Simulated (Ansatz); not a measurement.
Total energies of ZnI2⁺ from Ansatz at r2SCAN-D4/def2-TZVP, gas phase (1 Eh = 27.2114 eV = 2625.5 kJ/mol). The reference geometry is relaxed at r2SCAN-D4/def2-TZVP.

```xyz
3

Zn    0.001    0.000    0.000
I     0.474    2.282   -0.697
I    -0.474   -2.282    0.697
```

| state | geometry | energy (Eh) |
| --- | --- | --- |
| charge 1 doublet | reference | -2374.80279 |
| charge 0 singlet | reference | -2375.15146 |
| charge 1 quartet | relaxed at r2SCAN-D4/def2-TZVP | -2374.72338 |

In the def2 sets I takes a core potential; there is no spin–orbit coupling.

Problem. Work out the vertical electron affinity, to the singlet.

Solution. E(charge 1 doublet) − E(charge 0 singlet) = -2374.80279 − (-2375.15146) = 0.34867 Eh = 9.49 eV.

Problem. Which of the charge 1 states is lowest, and how far above it are the others?

Solution. The doublet. quartet: -2374.72338 − (-2374.80279) = 0.07941 Eh = 208.5 kJ/mol. The quartet differs in its bonds from the reference.

The structure comes from a short search, and lower isomers may exist.
